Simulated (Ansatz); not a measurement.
# C2H5FOSi (SMILES FC1CO[SiH2]1): the vertical energy of the triplet above the singlet, rung by rung

C2H5FOSi has 10 atoms, charge 0, and is taken as a singlet. As SMILES, `FC1CO[SiH2]1`. Geometry: relaxed at PBE0-D4/def2-TZVP.

```xyz
10

F    -1.8204   -0.3278   -0.8109
C    -0.8761   -0.0831    0.1669
C     0.2907   -1.0898    0.1533
O     1.4299   -0.2164   -0.0119
Si    0.5103    1.1621   -0.2068
H    -1.3905   -0.0238    1.1278
H     0.1973   -1.7734   -0.6955
H     0.4008   -1.6651    1.0760
H     0.8208    2.2287    0.7804
H     0.5202    1.7373   -1.5763
```

Each level gives the vertical energy of the triplet above the singlet (eV). The values are calculated.

```csv
level,kind,program,value (eV),CPU time (all runs)
SVWN5/def2-SVP,LDA,Ansatz,5.41,6 s
revPBE/def2-SVP,GGA,Ansatz,5.46,12 s
r2SCAN/def2-SVP,meta-GGA,Ansatz,5.67,25 s
BHLYP/def2-SVP,global hybrid,Ansatz,6.62,22 s
wB97X/def2-SVP,range-separated hybrid,Ansatz,6.52,74 s
B2PLYP/def2-SVP,double hybrid,Ansatz,6.40,18 s
MP2/def2-SVP,perturbation theory,Ansatz,7.30,7.7 s
CCSD(T)/def2-SVP,coupled cluster or CI,Ansatz,6.72,1.8 min
CCSD/def2-SVP,coupled cluster or CI,Ansatz,6.83,94 s
```

The values span 5.41 to 7.30 eV. The coupled-cluster rows rest on a doubtful reference here (large T1 or Brueckner and Hartree–Fock orbitals at odds), and rows may lie in different states. A triplet this far above the singlet is often a Rydberg-like or dissociative state; sets without diffuse functions put Rydberg states too high. CPU times are rough (shared hosts, several kinds of processor): they show what a rung costs within a factor of a few.
